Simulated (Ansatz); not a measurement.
`C#C[NH][SnH3]` + `N[SiH3]` → `[SiH3][NH][SnH3]` + `C#CN` at 500 K and 1 bar (ligand exchange at the Sn–N bond).

Computed with Ansatz on PBE0-D4/def2-TZVP structures; ΔE is electronic, products minus reactants. CCSD(T)/CBS adds triple-zeta CCSD(T) − MP2 to the extrapolated MP2 energy (def2 sets, frozen cores). This one scheme is used for every species. def2 core potentials past Kr. For Sn outer-core shells are correlated without core-valence functions, which leaves a few kJ/mol of doubt a bond. One conformer a species, not always the lowest.

```json
{"species": "`C#C[NH][SnH3]`", "CCSD(T)/CBS energy (Eh)": "-347.74191", "H − E (kJ/mol)": "187.2", "S (J/(mol·K))": "406.0"}
{"species": "`N[SiH3]`", "CCSD(T)/CBS energy (Eh)": "-346.80422", "H − E (kJ/mol)": "161.3", "S (J/(mol·K))": "303.9"}
{"species": "`[SiH3][NH][SnH3]`", "CCSD(T)/CBS energy (Eh)": "-562.01692", "H − E (kJ/mol)": "205.6", "S (J/(mol·K))": "426.2"}
{"species": "`C#CN`", "CCSD(T)/CBS energy (Eh)": "-132.52893", "H − E (kJ/mol)": "143.8", "S (J/(mol·K))": "289.2"}
```

H − E and S are ideal-gas, rigid-rotor, harmonic terms from PBE0-D4/def2-TZVP, for one conformer and one mirror image of each species. 1 Eh = 2625.50 kJ/mol, R = 8.31446 J/(mol·K).

Problem. By hand: ΔE, ΔH, ΔS and ΔG.

Solution. ΔE = (-562.01692) + (-132.52893) − (-347.74191) − (-346.80422) = 0.00028 Eh = 0.7 kJ/mol. Δ(H − E) = 205.6 + 143.8 − 187.2 − 161.3 = 0.9, so ΔH = 1.6 kJ/mol. ΔS = 426.2 + 289.2 − 406.0 − 303.9 = 5.5 J/(mol·K). ΔG = 1.6 − 500 × (5.5)/1000 = -1.1 kJ/mol.

Problem. By hand: the equilibrium constant, and the temperature at which ΔG would vanish if ΔH and ΔS stayed fixed.

Solution. log₁₀ K = −ΔG/(RT ln 10) = 0.1. ΔG = 0 at ΔH/ΔS = 291 K, though so small a ΔH makes that figure unsure.

TΔS isn't small against ΔH here. The sign of ΔG lies within the doubt. A doubt of 5 kJ/mol in ΔE shifts log₁₀ K by 0.5 here. Other conformers and mirror images would add mixing entropy, several J/(mol·K) or more a flexible species. Modes under 60 cm⁻¹, often nearly free rotors, make the harmonic entropy too high. These are equilibria of isolated gas molecules and say nothing of rates. Largest T1 diagnostic: 0.014 (customary marks: 0.02 for closed shells, 0.045 for open ones).
